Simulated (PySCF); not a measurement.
# Spinor energies of Bi⁶⁹⁺ (bismuth, charge +69)

Start: [Ne] 3s2 3p2; 3p1/2 filled at m_j = -1/2, +1/2. Calculated with PySCF 2.14 in an uncontracted even-tempered set (17 s from 25 bohr⁻², ratio 2.4; 14 p from 32 bohr⁻², ratio 2.4; 4 d from 110 bohr⁻², ratio 2.6; 4 f from 160 bohr⁻², ratio 2.6): generalised Hartree-Fock with the X2C-1e Hamiltonian and a Gaussian nucleus; one run each with spin-orbit coupling (SO) switched off, then screened by Boettger's factors.

```
spinor shell  electrons  ε, spin-free (eV)  ε, screened SO (eV)  weight of nominal j (screened SO)  rms radius, screened SO (bohr)
       1s1/2          2           -97192.2             -97129.2                              1.000                          0.0178
       2s1/2          2           -22361.2             -22335.0                              1.000                          0.0708
       2p1/2          2           -20017.5             -21738.9                              1.000                          0.0597
       3s1/2          2            -9006.6              -8996.5                              1.000                           0.170
       3p1/2          2            -8356.9              -8794.3                              1.000                           0.161
```

(1) Where does 2p3/2 lie, and what is the 2p spin-orbit splitting (screened SO)?

| quantity | spin-free | screened SO |
| --- | --- | --- |
| E (hartree) | -15594.89836 | -15660.20933 |
| M_J | 0 | 0 |
| ⟨J²⟩ | 2.000 | 0.000 |
| ⟨L²⟩ | 2.000 | 1.364 |
| ⟨S²⟩ | 2.000 | 1.364 |

Breit and QED terms are absent; they matter most for the inner s and p1/2 levels.

Densities and radii are taken from the X2C orbitals without a picture-change correction, which distorts them close to the nucleus.

Without spin-orbit coupling the j labels of p, d and f shells carry no meaning; the spin-free column gives the mean over the occupied spinors of each nl shell.

Results:

(1) At -19339.3 eV, 2399.5 eV above 2p1/2.
